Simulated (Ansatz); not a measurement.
`[SiH3][SiH](Cl)Br` → `[SiH3]Br` + `[SiH]Cl` at 500 K and 1 bar (silylene formation by 1,1-elimination).

Calculated with Ansatz (gas phase, PBE0-D4/def2-TZVP geometries, no zero-point term in ΔE). CCSD(T)/CBS adds triple-zeta CCSD(T) − MP2 to the extrapolated MP2 energy (def2 sets, frozen cores). This one scheme is used for every species. For Br outer-core shells are correlated without core-valence functions, which leaves a few kJ/mol of doubt a bond. Scalar relativity is left out up to krypton.

```tsv
species	CCSD(T)/CBS energy (Eh)	H − E (kJ/mol)	S (J/(mol·K))
`[SiH3][SiH](Cl)Br`	-3613.75019	141.5	428.0
`[SiH3]Br`	-2864.23411	91.6	294.2
`[SiH]Cl`	-749.43948	39.6	274.0
```

H − E and S are ideal-gas, rigid-rotor, harmonic terms from PBE0-D4/def2-TZVP, for one conformer and one mirror image of each species. 1 Eh = 2625.50 kJ/mol, R = 8.31446 J/(mol·K).

Question: By hand: ΔE, ΔH, ΔS and ΔG.

Answer: ΔE = (-2864.23411) + (-749.43948) − (-3613.75019) = 0.07660 Eh = 201.1 kJ/mol. Δ(H − E) = 91.6 + 39.6 − 141.5 = -10.3, so ΔH = 190.8 kJ/mol. ΔS = 294.2 + 274.0 − 428.0 = 140.2 J/(mol·K). ΔG = 190.8 − 500 × (140.2)/1000 = 120.7 kJ/mol.

Question: By hand: the equilibrium constant, and the temperature at which ΔG would vanish if ΔH and ΔS stayed fixed.

Answer: log₁₀ K = −ΔG/(RT ln 10) = -12.6. ΔG = 0 at ΔH/ΔS = 1361 K.

The number of gas molecules changes by +1, which sets the sign of ΔS. A doubt of 5 kJ/mol in ΔE shifts log₁₀ K by 0.5 here. Other conformers and mirror images would add mixing entropy, several J/(mol·K) or more a flexible species. These are equilibria of isolated gas molecules and say nothing of rates. Largest T1 diagnostic: 0.013 (customary marks: 0.02 for closed shells, 0.045 for open ones).
